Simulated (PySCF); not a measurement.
C₃H₆F₂Si, SMILES F/C=C\[SiH2]CF.

Coordinates come from a ωB97X-D3(BJ)/def2-SVP optimisation. The structure was generated by enumeration; whether it is a known compound was not checked. One conformer was computed; it need not be the lowest.

Two levels are set side by side: PBE/def2-TZVP (PySCF) and PBE0/def2-TZVP (PySCF). Same geometry, gas phase. Differences are taken from unrounded values.

```tsv
quantity	PBE0
orbital gap (eV)	7.43
highest occupied level (eV)	-7.96
lowest empty level (eV)	-0.53
dipole moment (D)	2.85
mean polarisability (bohr³)	62.9
```

Task: What does PBE give, and how far is it from PBE0? (Estimate from the structure and the level; the computed values follow.)

Result: 
```
quantity                       PBE  PBE minus PBE0
---------------------------  -----  --------------
orbital gap (eV)              5.22           -2.21
highest occupied level (eV)  -6.72            1.24
lowest empty level (eV)      -1.50           -0.97
dipole moment (D)             2.66           -0.20
mean polarisability (bohr³)   65.3             2.4
```

PBE's occupied levels lie high since its potential decays too fast outside the molecule; exact exchange lowers them and widens the gap. PBE's more diffuse valence density responds more strongly to a field. Differences between two approximate levels are no errors against the true value.

Rough cost on one machine, each run with all the roots and properties that it gave: PBE0 against PBE within a factor of 2.
